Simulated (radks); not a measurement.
Task: The mean radii <r> (bohr) of the occupied orbitals of an atom or ion are listed with their occupations. All-electron calculation, Dirac Kohn-Sham, PBE, spin-unpolarised, spherical densities, point nucleus. Program: a radial shooting solver on a logarithmic mesh with Libxc functionals.

| orbital | occ. | <r> |
|---|---|---|
| 1s1/2 | 2 | 0.09669 |
| 2s1/2 | 2 | 0.4514 |
| 2p1/2 | 1.33333 | 0.4037 |
| 2p3/2 | 2.66667 | 0.4056 |

Name the element and its charge. Open shells, if any, are shared by 2j + 1.

Result: Z = 16, sulfur, charge +8: S8+ in [He] 2s2 2p4. The 1s radius gives Z: for a bare nucleus <r> = (2 gamma + 1)/(2Z) with gamma = sqrt(1 - (Z/c)^2), 0.09332 bohr for Z = 16, and screening makes it slightly larger (0.09669 here). The occupations add up to 8, and the charge is Z minus that.
